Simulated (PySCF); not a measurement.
Species: FH3IPSi.
Structure used (PBE0-D3(BJ)/def2-SVP), in Å, numbered top down from 1:
```xyz
7
FH3IPSi angstrom
F      1.225   -1.582   -0.733
Si     0.726   -0.295    0.118
P     -1.507   -0.427    0.317
I      1.521    1.699   -1.047
H      1.380   -0.329    1.452
H     -1.575    0.892    0.865
H     -1.737    0.014   -1.022
```

Method: PySCF 2.14.0, PBE0-D3(BJ)/def2-SVP geometry optimisation, gas phase, def2 core potentials past Kr.

Masses are those of the commonest isotopes; rigid-rotor values at the optimised geometry. The values belong to one conformer with, in the numbering `[F:1][Si@H:2]([PH2:3])[I:4]`, F1–Si2–P3–H -171° and -77°.

(1) Give the principal moments of inertia and the rotational constants in cm⁻¹.

(2) What kind of rotor is it?

(3) What does the inertial defect say?

(4) Which types of transition are allowed, and where do some lines up to J = 2 fall?

Answers

(1) Ia = 129.64, Ib = 494.82, Ic = 594.35 u·Å²; 505379 MHz·u·Å²/I gives 3898, 1021 and 850.3 MHz, that is A = 0.13004, B = 0.03407, C = 0.02836 cm⁻¹.

(2) An asymmetric top: κ = (2 × 1021 − 3898 − 850.3)/(3898 − 850.3) = -0.89.

(3) Not planar: Δ = Ic − Ia − Ib = -30.11 u·Å². For a rigid frame Δ = −2 Σ m c², so Σ m c² = 15.05 u·Å² lies off the ab plane: 5.93 from hydrogen and 9.13 from heavier atoms. The atom farthest from that plane is 1.92 Å away.

(4) The dipole components are |μa| = 0.25 D, |μb| = 1.43 D, |μc| = 0.60 D. The squared components, which scale the intensities, stand as 0.03 : 1.00 : 0.17 (a : b : c). Some lines, for components of 0.1 D or more:

```tsv
type	branch	J(Ka,Kc)	MHz	lower level (cm⁻¹)
a	Q	2(1,1) ← 2(1,2)	513	0.278
a	R	1(0,1) ← 0(0,0)	1872	0.000
c	Q	2(1,2) ← 2(0,2)	2713	0.187
c	Q	1(1,1) ← 1(0,1)	2877	0.062
b	Q	1(1,0) ← 1(0,1)	3048	0.062
b	Q	2(1,1) ← 2(0,2)	3227	0.187
a	R	2(0,2) ← 1(0,1)	3736	0.062
a	R	2(1,1) ← 1(1,0)	3914	0.164
b	R	1(1,1) ← 0(0,0)	4749	0.000
c	R	1(1,0) ← 0(0,0)	4920	0.000
b	R	2(1,2) ← 1(0,1)	6449	0.062
c	Q	2(2,1) ← 2(1,1)	8631	0.295
b	Q	2(2,0) ← 2(1,1)	8639	0.295
b	Q	2(2,1) ← 2(1,2)	9144	0.278
b	R	2(2,1) ← 1(1,0)	12546	0.164
c	R	2(2,0) ← 1(1,0)	12553	0.164
c	R	2(2,1) ← 1(1,1)	12717	0.158
b	R	2(2,0) ← 1(1,1)	12724	0.158
```

Stationary, but not proved a minimum. Constants of a rigid frame at the computed geometry: no zero-point averaging, no centrifugal distortion. Quadrupole hyperfine structure (127I) is left out.
